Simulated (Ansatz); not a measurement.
`O=C=[N][GaH][Cl]` + H₂S → `[SH][GaH][Cl]` + `N=C=O` at 700 K and 1 bar (ligand exchange at a Ga–N bond).

Program: Ansatz. Geometries: PBE0-D4/def2-TZVP. ΔE: electronic, gas phase. CCSD(T)/CBS adds triple-zeta CCSD(T) − MP2 to the extrapolated MP2 energy (def2 sets, frozen cores). This one scheme is used for every species. For Ga outer-core shells are correlated without core-valence functions, which leaves a few kJ/mol of doubt a bond. Scalar relativity is left out up to krypton. One conformer a species, not always the lowest.

| species | CCSD(T)/CBS energy (Eh) | H − E (kJ/mol) | S (J/(mol·K)) |
| --- | --- | --- | --- |
| `O=C=[N][GaH][Cl]` | -2552.32599 | 116.4 | 434.5 |
| H₂S | -398.97279 | 64.8 | 236.9 |
| `[SH][GaH][Cl]` | -2782.78263 | 96.0 | 385.1 |
| `N=C=O` | -168.51995 | 89.3 | 283.6 |

H − E and S are ideal-gas, rigid-rotor, harmonic terms from PBE0-D4/def2-TZVP, for one conformer and one mirror image of each species. 1 Eh = 2625.50 kJ/mol, R = 8.31446 J/(mol·K).

**Question.** By hand: ΔE, ΔH, ΔS and ΔG.

**Answer.** ΔE = (-2782.78263) + (-168.51995) − (-2552.32599) − (-398.97279) = -0.00380 Eh = -10.0 kJ/mol. Δ(H − E) = 96.0 + 89.3 − 116.4 − 64.8 = 4.1, so ΔH = -5.9 kJ/mol. ΔS = 385.1 + 283.6 − 434.5 − 236.9 = -2.7 J/(mol·K). ΔG = -5.9 − 700 × (-2.7)/1000 = -4.0 kJ/mol.

**Question.** By hand: the equilibrium constant, and the temperature at which ΔG would vanish if ΔH and ΔS stayed fixed.

**Answer.** log₁₀ K = −ΔG/(RT ln 10) = 0.3. ΔG = 0 at ΔH/ΔS = 2185 K, though so small a ΔH makes that figure unsure.

The number of gas molecules stays the same, so ΔS is small and ΔH decides. The sign of ΔG lies within the doubt. A doubt of 5 kJ/mol in ΔE shifts log₁₀ K by 0.4 here. Other conformers and mirror images would add mixing entropy, several J/(mol·K) or more a flexible species. Modes under 60 cm⁻¹, often nearly free rotors, make the harmonic entropy too high. These are equilibria of isolated gas molecules and say nothing of rates. Largest T1 diagnostic: 0.018 (customary marks: 0.02 for closed shells, 0.045 for open ones).
